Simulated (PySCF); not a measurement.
A TDDFT job was run through a driver script with this input:

```
{"job": {"kind": "uv", "xc": "wB97X-D", "basis": "def2-SVPD", "nstates": 8, "ntriplets": 3}, "charge": 0, "multiplicity": 1}
F      2.733613    -0.371397    -0.111414
B      1.801611    -1.312161    -0.147075
C      0.340399    -0.872544    -0.070203
O     -0.670477    -1.786238    -0.110973
C     -1.824089    -1.132081    -0.034917
C     -1.623635     0.217059     0.055235
C     -0.226507     0.393987     0.034672
C      0.505540     1.689239     0.102750
F     -0.349491     2.719511     0.406431
H      2.155546    -2.424311    -0.238474
H     -2.726185    -1.712589    -0.054161
H     -2.363898     0.986471     0.129671
H      1.279028     1.671314     0.877870
H      0.967868     1.933269    -0.861580
```

The calculation used TDDFT wB97X-D/def2-SVPD, vertical, gas phase, core orbitals frozen in the response (PySCF 2.14.0, density-fitted response routines). Job line and output are in the format of a driver script around the code.

Give the output without the SCF cycles.

```
converged SCF energy = -492.8328029290

Static polarisability (au): isotropic 75.117, principal 49.278 80.132 95.941

Singlet excitations
state   eV       nm        f      main configurations
  1   5.0939    243.4   0.30285   H->L 0.98
  2   6.0420    205.2   0.05683   H-1->L 0.90
  3   6.2929    197.0   0.00265   H-2->L 0.95
  4   7.1038    174.5   0.00693   H->L+1 0.74, H->L+3 0.08
  5   7.3121    169.6   0.18084   H->L+2 0.72, H->L+3 0.14
  6   7.6944    161.1   0.01861   H->L+3 0.53, H->L+4 0.09, H->L+1 0.08
  7   7.7371    160.2   0.00050   H-3->L 0.55, H-5->L 0.28
  8   8.0711    153.6   0.00682   H->L+4 0.61, H->L+5 0.08

Triplet excitations (Tamm-Dancoff, eV): 3.3249 4.8318 5.8710
```

The structure is a single GFN2-xTB conformer in the gas phase; no vibrational or solvent corrections.

H and L stand for HOMO and LUMO.

Shape of the structure used: `[F:1][BH:2][c:3]1[o:4][cH:5][cH:6][c:7]1[CH2:8][F:9]`: F1–B2–C3–O4 180°, C6–C7–C8–F9 10°.

The pairwise dispersion term of wB97X-D wasn't added to the energies; at a given geometry it leaves orbitals and properties as they are.
